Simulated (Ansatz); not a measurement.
Ansatz (a quantum-chemistry and plane-wave program) input (B3LYP/6-31G*):

Ansatz 0.2 input:
```yaml
crystal:
  periodic: [false, false, false]
  atoms:
    - {symbol: C, position_ang: [-2.15718800, 1.45950900, -0.74081900]}
    - {symbol: N, position_ang: [-1.57460600, 0.28788400, -0.09414800]}
    - {symbol: C, position_ang: [-2.60331300, -0.58914900, 0.45618200]}
    - {symbol: B, position_ang: [-0.21409100, 0.03914200, -0.01280100]}
    - {symbol: Br, position_ang: [0.49891700, -1.54509000, 0.86498700]}
    - {symbol: Br, position_ang: [1.10787600, 1.25132100, -0.76891500]}
    - {symbol: H, position_ang: [-2.74979300, 2.02731000, -0.01840100]}
    - {symbol: H, position_ang: [-2.81918700, 1.14602500, -1.55257700]}
    - {symbol: H, position_ang: [-1.38343100, 2.10213100, -1.14496200]}
    - {symbol: H, position_ang: [-2.15797300, -1.45465800, 0.93321700]}
    - {symbol: H, position_ang: [-3.20114100, -0.04533200, 1.19261400]}
    - {symbol: H, position_ang: [-3.27053500, -0.92661700, -0.34156300]}
basis:
  gaussian:
    orbitals: 6-31G*
hamiltonian:
  xc: {name: B3LYP}
output: {forces: true}
```

Output:

```
Functional definition: B3LYP
integrals: 0.13 GiB planned
1420 factors; integrals over basis functions are off by at most 9.0e-4 eV
mean field: 1.19 GiB planned
mean field evaluation 1: about -144413.5502 eV, gradient 5.0e1 eV
mean field evaluation 2: about -144404.6768 eV, gradient 7.8e1 eV
mean field evaluation 4: about -144419.0758 eV, gradient 3.4e0 eV
mean field evaluation 8: about -144419.2131 eV, gradient 3.2e-1 eV
mean field evaluation 16: about -144419.2133 eV, gradient 8.7e-5 eV
mean field -144419.21325083 eV, -5307.3081961095 hartree, gradient 9.4e-6 eV, S^2 0.000000; 0 other end points of the search recorded, 0 dependent functions left out
the calculation of the forces begins
reference -144419.21349335 eV, -5307.3082050219 hartree; 50, 50 occupied and 92, 92 virtual orbitals, 1420 factors
Total energy: -144419.21349335 eV, -5307.3082050219 hartree
Atom 0 at    -2.157188     1.459509    -0.740819 Å, force    -0.026093     0.003282    -0.000705 eV/Å
Atom 1 at    -1.574606     0.287884    -0.094148 Å, force    -0.047618     0.008706    -0.002847 eV/Å
Atom 2 at    -2.603313    -0.589149     0.456182 Å, force    -0.025470     0.006145    -0.002378 eV/Å
Atom 3 at    -0.214091     0.039142    -0.012801 Å, force     0.091876    -0.016798     0.005494 eV/Å
Atom 4 at     0.498917    -1.545090     0.864987 Å, force     0.095685    -0.160245     0.087722 eV/Å
Atom 5 at     1.107876     1.251321    -0.768915 Å, force     0.155476     0.114325    -0.072705 eV/Å
Atom 6 at    -2.749793     2.027310    -0.018401 Å, force    -0.082087     0.082132     0.086738 eV/Å
Atom 7 at    -2.819187     1.146025    -1.552577 Å, force    -0.090930    -0.030170    -0.108761 eV/Å
Atom 8 at    -1.383431     2.102131    -1.144962 Å, force     0.078469     0.096065    -0.058732 eV/Å
Atom 9 at    -2.157973    -1.454658     0.933217 Å, force     0.032223    -0.116302     0.065351 eV/Å
Atom 10 at    -3.201141    -0.045332     1.192614 Å, force    -0.086344     0.062581     0.098162 eV/Å
Atom 11 at    -3.270535    -0.926617    -0.341563 Å, force    -0.095187    -0.049721    -0.097338 eV/Å
Dipole moment:    -0.748132     0.136780    -0.044732 e Å
```

The geometry given is a B3LYP-D3(BJ)/def2-TZVP minimum.
